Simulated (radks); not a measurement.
Results of a calculation; reference values are marked as such.
Q: Ionisation of neutral germanium, [Ar] 3d10 4s2 4p2, to Ge+, [Ar] 3d10 4s2 4p1, under several functionals. Dirac Kohn-Sham, spin-unpolarised, spherical densities, point nucleus; open shells are shared between the two j in proportion to 2j + 1; a radial shooting solver on a logarithmic mesh with Libxc functionals. The NIST Atomic Spectra Database gives 7.899 eV (measured). Rank these functionals by the error of their Delta-SCF ionisation energy: BLYP; BP86; PBE; revPBE; RPBE; Wu-Cohen GGA.

A: From best to worst: BP86 7.592 eV (-0.308); Wu-Cohen GGA 7.465 eV (-0.435); PBE 7.446 eV (-0.453); RPBE 7.394 eV (-0.505); revPBE 7.393 eV (-0.506); BLYP 7.366 eV (-0.533). Spin polarisation and multiplet splitting are left out, so open shells lie too high by an amount that depends on their filling. Sharing an open shell by 2j + 1 raises it above the true ground level by a part of the spin-orbit splitting, which enters the differences from NIST.

Beside tabulated values, note that spin-unpolarised runs miss the spin-polarisation part of the exchange energy of open shells.
